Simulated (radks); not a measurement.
Spherical quantum dot in the effective-mass picture: electrons in a hard-walled sphere of radius 4.59, with a point charge +2 (a donor) at the centre, all in effective atomic units (hartree* = m*/eps^2 hartree, bohr* = eps/m* bohr), one dielectric constant everywhere. Method: non-relativistic Kohn-Sham, PBEsol, spin-polarised, spherical densities; computed with a radial shooting solver with Libxc functionals. Levels are named by radial order and angular momentum (1s, 1p, 1d, 2s, ...), and open shells are averaged over m.

N = 14, configuration 1s2 1p6 1d(up 4, down 0) 2s2. This is the lowest configuration that the search found. Occupied and some empty levels:

level    occupation  eigenvalue (hartree*)  <r> (bohr*)
1s up             1                 3.3676        1.780
1s down           1                 3.3873        1.598
1p up             3                 3.6372        3.094
2s up             1                 3.6798        2.286
1p down           3                 3.6934        3.075
2s down           1                 3.7184        2.448
1d up             4                 3.8708        3.237
1d down           0                 3.9305        3.228
1f up             0                 4.1796        3.341
1f down           0                 4.2412        3.336
1g up             0                 4.5591        3.426
1g down           0                 4.6220        3.423
2p up             0                 4.6494        2.300
2p down           0                 4.6781        2.290

Energy (hartree*): total 22.0186, kinetic 10.742, external -14.946, Hartree 31.072, exchange-correlation -4.8499.
